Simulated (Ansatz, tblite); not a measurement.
Removing and adding an electron: `CN(C)c1ccc(-c2ccc(-c3ccc(C#N)nc3)nc2)nc1`. The state is a singlet with charge 0. Geometry: r2SCAN-D4/def2-SVP. Ansatz, gas phase; energy differences of separate SCF runs; the oxidised species was run as a doublet alone; the reduced species was run as a doublet alone.

The xTB rows come from tblite. Single mean-field runs in def2-TZVP are fitted with def2-universal-jkfit.

```
            level  −HOMO (eV)  vertical IE (eV)  −LUMO (eV)  vertical EA (eV)  HOMO–LUMO gap (eV)  IE − EA (eV)                       remarks
         GFN1-xTB       10.59             12.58        8.69              6.78                1.90          5.80                             –
         GFN2-xTB        9.86             11.74        8.03              6.05                1.83          5.69                             –
 PBE-D4/def2-TZVP        5.13              6.99        2.99              1.29                2.13          5.70  HOMO above zero (-1 doublet)
PBE0-D4/def2-TZVP        5.93              7.18        2.32              1.17                3.61          6.01  HOMO above zero (-1 doublet)
```

   A HOMO above zero means that the electron is unbound at that level or that self-interaction error raises the level; the energy of removing that electron tells which. Raw xTB energy differences between charge states are shifted by several eV; the methods need an empirical correction for them. Sets without diffuse functions give affinities that are too small.
